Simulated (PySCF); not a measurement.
Ta(F)4(NH2) (F4H2NTa), SMILES [F][Ta]([F])([F])([F])[NH2], multiplicity 1.

Geometry: B3LYP-D3(BJ)/def2-SVP. The spin state was assumed, not searched. The structure was generated by enumeration; whether it is a known compound was not checked. The def2 effective core potentials stand for the cores of Ta; spin–orbit coupling is left out. One conformer was computed; it need not be the lowest.

All values below come from B3LYP-D3(BJ)/def2-SVP (PySCF 2.14.0).

Frequencies are harmonic and unscaled.

```
mode  ν (cm⁻¹)  IR (km/mol)  Raman (Å⁴/amu)  depolarisation  moving atoms (share of kinetic energy)
----  --------  -----------  --------------  --------------  --------------------------------------
1          114          7.2             0.7            0.75                          F 68 %, N 27 %
2          117          4.9             0.2            0.72                                  F 99 %
3          194         25.9             0.1            0.47                         F 77 %, Ta 20 %
4          199          6.7             1.2            0.75                 F 52 %, N 24 %, Ta 17 %
5          210         14.8             0.0               –                 F 67 %, Ta 16 %, N 11 %
6          239          0.0             1.8            0.75                                  F 93 %
7          271          3.4             2.4            0.75                  F 50 %, N 32 %, H 17 %
8          443          0.0             0.0               –                                  H 93 %
9          493        233.3             1.5            0.75                          H 82 %, N 18 %
10         646         47.6             0.6            0.75                  H 43 %, F 40 %, N 12 %
11         656          2.2             3.2            0.66                           F 90 %, N 9 %
12         693        139.6             1.2            0.21                 F 68 %, N 19 %, Ta 10 %
13         695        217.5             0.2            0.75          F 43 %, H 36 %, Ta 13 %, N 8 %
14         697        149.6             0.2            0.75                         F 84 %, Ta 15 %
15         728         17.3            22.5            0.03                   N 49 %, F 38 %, H 9 %
16        1487         39.7             3.8            0.60                          H 88 %, N 11 %
17        3543        102.3           124.8            0.13                                  H 96 %
18        3650         55.3            65.0            0.75                           H 91 %, N 9 %
```
